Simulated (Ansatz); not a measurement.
Relaxation of CH2AlClF (6 atoms, charge -1, multiplicity 1), to a largest force component of 0.015 eV/Å in at most 40 steps.

The calculation used RKS PBE0/def2-SVP in Ansatz 0.2.0.

```xyz
6
Properties=species:S:1:pos:R:3
F 2.200 -0.312 0.061
C 0.919 -0.505 -0.593
Al -0.516 0.492 0.217
Cl -2.343 0.511 -0.844
H 0.677 -1.573 -0.350
H -0.936 1.387 1.509
```

Task: Where does it end, and by what steps?

Result: The run converged. Limits of this set-up: an anion without diffuse functions. After 9 steps the energy has fallen by 0.860 eV; H5 moved furthest, 0.67 Å.

| step | energy less start (eV) | largest force component (eV/Å) | accepted |
| --- | --- | --- | --- |
| 0 | 0.0000 | 1.433 | yes |
| 1 | -0.3576 | 1.317 | yes |
| 2 | -0.5682 | 1.934 | yes |
| 3 | -0.7779 | 0.810 | yes |
| 4 | -0.8451 | 0.909 | yes |
| 5 | -0.8496 | 0.758 | yes |
| 6 | -0.8444 | 0.310 | no |
| 7 | -0.8604 | 0.041 | yes |
| 8 | -0.8604 | 0.016 | yes |
| 9 | -0.8605 | 0.011 | yes |

```xyz
6
Properties=species:S:1:pos:R:3
F 2.114 -0.509 0.349
C 0.836 -0.562 -0.206
Al -0.582 0.511 0.256
Cl -2.509 0.225 -0.772
H 0.813 -1.358 -0.972
H -0.672 1.693 1.344
```

The run took 31 s on 1 thread of Arm Neoverse V1, with other jobs on the host, peak memory 0.16 GiB.
